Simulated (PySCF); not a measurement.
Level of theory: PBE0 in PySCF with Sc def2-TZVPD, O def2-TZVPD; no relativity; density-fitted integrals. Open shells, if any, are unrestricted.

Task: What shape and geometry does isolated singlet ScO₂⁻ take (every ligand bound to Sc)?

Result: Formally Sc is in oxidation state +3, d0. A d0 centre has no lone pair, yet it is C2v rather than linear: covalent bonding through the d orbitals favours lower symmetry. The polar-tensor charge on Sc, 1.90, is below the formal one. The lowest minimum found is a singlet of C2v symmetry with Sc–O 1.800 Å (×2); O–Sc–O 130.6°. Its harmonic wavenumbers are 190 (a1), 743 (b2), 808 (a1) cm⁻¹ and its dipole moment is 6.94 D about the centre of mass.

Other isomers or separated fragments may lie lower. The lowest empty level of this anion is unbound, so it and the gap depend on the basis.
